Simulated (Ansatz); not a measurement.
Input for Ansatz (a first-principles code): U-wB97M-V/def2-TZVPP on CF (SMILES [C]F), 2S+1 = 2, a spin state set in the input, which need not be the lowest.

Ansatz 0.2 input:
```yaml
crystal:
  periodic: [false, false, false]
  atoms:
    - {symbol: C, position_ang: [-0.00000000, -0.00000000, -0.76527822]}
    - {symbol: F, position_ang: [0.00000000, 0.00000000, 0.51018548]}
basis:
  gaussian:
    orbitals: def2-TZVPP
hamiltonian:
  xc: {name: wB97M-V}
magnetization: {spin_polarized: true, initial_magnetization: 1}
```

Output:

```
WARN ansatz: RAYON_NUM_THREADS=2 ignored (pool sized by the plan → 2); use --threads N
Functional definition: wB97M-V
integrals: 0.01 GiB planned
336 factors; their error is unknown
integrals: 0.04 GiB planned
66 factors; integrals over basis functions are off by at most 3.8e-5 eV
mean field: 0.20 GiB planned
mean field evaluation 1: about -3749.5044 eV, gradient 1.1e1 eV
mean field evaluation 2: about -3749.6202 eV, gradient 1.0e1 eV
mean field evaluation 4: about -3749.8947 eV, gradient 3.9e-1 eV
mean field evaluation 8: about -3749.9042 eV, gradient 1.3e-1 eV
mean field evaluation 16: about -3749.9043 eV, gradient 5.7e-5 eV
mean field -3749.90427498 eV, -137.8064403293 hartree, gradient 5.7e-5 eV, S^2 0.752151; 0 other end points of the search recorded, 0 dependent functions left out
reference -3749.90429988 eV, -137.8064412442 hartree; 8, 7 occupied and 54, 55 virtual orbitals, 336 factors
Total energy: -3749.90429988 eV, -137.8064412442 hartree
```

Self-consistency was reached.

Cost: very roughly 1.5 core-seconds.
